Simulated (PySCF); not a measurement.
# AsC⁺: from constants to spectrum

ROHF-CCSD(T) constants of AsC⁺, ³Π (triplet), unpaired electrons σ ↑, π ↑ (PySCF, no relativity, basis sets As pcseg-1, C pcseg-1; masses 74.9216 and 12.0000 u):

* ωe: 866.9 cm⁻¹
* ωexe: 6.43 cm⁻¹
* Be: 0.51832 cm⁻¹
* αe: 0.00444 cm⁻¹
* De to As⁺ + C: 3.47 eV

Task: What force constant and bond length do these constants imply?

Result: Reduced mass μred = 10.343 u; k = 5.8918×10⁻⁷·μred·ωe² (u, cm⁻¹, mdyn/Å) = 4.58 mdyn/Å; Re = √(16.8576/(μred·Be)) (u, cm⁻¹, Å) = 1.773 Å.

Task: Estimate the centrifugal constant D from the Kratzer relation and find the Dunham coefficient a1.

Result: D = 4Be³/ωe² = 7.41e-07 cm⁻¹; a1 = −1 − αeωe/(6Be²) = -3.39.

Correlated steps freeze 10 core orbitals. Correlated levels converge slowly with the basis: in double zeta they bind strong bonds too weakly, by up to about 1 eV, and carry superposition errors of some tenths. Spin–orbit coupling is left out. For an ion De counts to the pair picked by the measured ionisation energies or electron affinities, which need not be the lowest pair at this level. The CCSD T1 diagnostic is raised, a sign that a single reference may not be enough here. The state is the lowest determinant that a PBE0 search found; another state may lie lower at other levels.
